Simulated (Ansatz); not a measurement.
Reactions of C$_{2}$H$_{6}$BFSi, SMILES `CC1B[SiH]1F`.

Gas-phase electronic energies from Ansatz, PBE0-D4/def2-TZVP geometries. CBS: MP2 limit from def2 TZ/QZ plus the TZ coupled-cluster correction, frozen cores. This one scheme is used for every species, atoms too. Functionals use def2-TZVPP. No spin–orbit coupling; open shells (•) take unrestricted orbitals. Spin–orbit coupling would lower the free atoms: a little for B, C, F, Si. Elements past krypton have def2 core potentials. Bonds to Mo are less sure, by a few kJ/mol each and by 10 to 20 or more in all where they break to atoms, as the def2 sets lack core-valence functions. One conformer a species, not always the lowest.

```
                                                                                    reaction  r2SCAN-D4 (eV)  CCSD(T)/CBS(def2) (eV)
`C[C@H]1B[Si@@H]1F` + `C[N]=[Mo](=[O])([OH])[F]` → `C[N]=[Mo](=[O])([F])[O]C` + `F[SiH]1BC1`            0.34                    0.35
                                      `C[C@H]1B[Si@@H]1F` → `F[SiH]1BC1` + `[CH2]` (triplet)            4.18                    4.40
                                               `C[C@H]1B[Si@@H]1F` + H₂ → `F[SiH]1BC1` + CH₄           -0.81                   -0.82
                                           `C[C@H]1B[Si@@H]1F` → B• + 2 C• + F• + 6 H• + Si•           43.07                   42.66
                                              `C[C@H]1B[Si@@H]1F` + H₂ → `CC1B[SiH2]1` + H–F            0.99                    0.87
                         `C[C@H]1B[Si@@H]1F` + `C=NB[SiH3]` → `C=NB(C)[SiH3]` + `F[SiH]1BC1`           -0.52                   -0.53
```

Largest T1 diagnostic: 0.022, for `C[N]=[Mo](=[O])([OH])[F]`.
